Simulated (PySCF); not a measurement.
**How methods differ on the ionisation energy of Re⁺**

Re⁺ [Xe] 4f14 5d5 6s1 [5d3/2^4 5d5/2^1 6s1/2^1, M_J = 3] → Re²⁺ [Xe] 4f14 5d5 [5d3/2^4 5d5/2^1, M_J = 5/2], as a difference of total energies. All numbers are calculated (PySCF 2.14, the two-component X2C-1e Hamiltonian, in x2c-TZVPall-2c (11s11p10d2f, 108 functions)). "Screened" scales the spin-orbit matrix elements by Boettger's factors to mimic the two-electron term; Breit and QED terms are absent.

```json
{"method": "GHF (spin-free)", "ionisation energy (eV)": "15.765"}
{"method": "GHF (screened spin-orbit)", "ionisation energy (eV)": "15.746"}
```

Errors of the correlated levels include the incompleteness of this basis and the frozen core.

The labels give the starting determinants; with spin-orbit coupling the two ends relaxed to ⟨J²⟩ = 12.01, ⟨L²⟩ = 0.21, ⟨S²⟩ = 11.93 and ⟨J²⟩ = 8.76, ⟨L²⟩ = 0.24, ⟨S²⟩ = 8.64.

For comparison: 16.6 ± 0.5 eV (semi-empirical (NIST evaluation); NIST Atomic Spectra Database, ionization energies).
